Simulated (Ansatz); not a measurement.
`CC(Br)CCBr`. Total charge 0; spin multiplicity 1.

```xyz
14

C    -1.579   -1.162    0.090
C    -0.143   -0.730   -0.067
Br    0.543   -1.383   -1.793
C     0.033    0.770    0.018
C     1.454    1.269   -0.038
Br    2.512    0.643    1.475
H    -1.677   -2.245    0.017
H    -1.944   -0.850    1.073
H    -2.214   -0.706   -0.673
H     0.498   -1.225    0.662
H    -0.432    1.103    0.954
H    -0.522    1.244   -0.800
H     1.497    2.355    0.009
H     1.974    0.918   -0.927
```

Q: What are the harmonic wavenumbers in cm⁻¹ at PBE0-D4/def2-TZVP (Ansatz, finite differences of forces, unscaled)? (An estimate is asked.)

A: The calculation gave: 39, 105, 185, 242, 280, 301, 356, 486, 550, 598, 807, 895, 952, 1001, 1063, 1102, 1144, 1160, 1222, 1268, 1302, 1335, 1401, 1407, 1448, 1467, 1478, 1487, 3037, 3049, 3080, 3115, 3119, 3130, 3153, 3183.

Q: Is this a minimum?

A: Yes, all 36 modes are real.

Q: Give the ideal-gas thermochemistry at 298.15 K and 1 bar (rigid rotor, harmonic oscillator; point group C1, symmetry number 1).

A: Zero-point energy 298.8 kJ/mol; H(298) − E = 321.4 kJ/mol; entropy 384.6 J/(mol·K), of which translation 175.9, rotation 127.1, vibration 81.7; G(298) − E = 206.8 kJ/mol. Modes under 100 cm⁻¹ are hindered rotations or soft bends, so the harmonic entropy is rough.

Q: And at 400, 500, 600, 800 and 1000 K?

A: 
```json
{"T (K)": "400", "H − E (kJ/mol)": "334.9", "S (J/mol/K)": "423.2", "G − E (kJ/mol)": "165.6"}
{"T (K)": "500", "H − E (kJ/mol)": "350.7", "S (J/mol/K)": "458.4", "G − E (kJ/mol)": "121.5"}
{"T (K)": "600", "H − E (kJ/mol)": "368.8", "S (J/mol/K)": "491.4", "G − E (kJ/mol)": "74.0"}
{"T (K)": "800", "H − E (kJ/mol)": "410.4", "S (J/mol/K)": "551.0", "G − E (kJ/mol)": "-30.4"}
{"T (K)": "1000", "H − E (kJ/mol)": "457.5", "S (J/mol/K)": "603.4", "G − E (kJ/mol)": "-145.9"}
```

Q: Rotational constants (cm⁻¹)?

A: 0.08659, 0.0195, 0.01761.
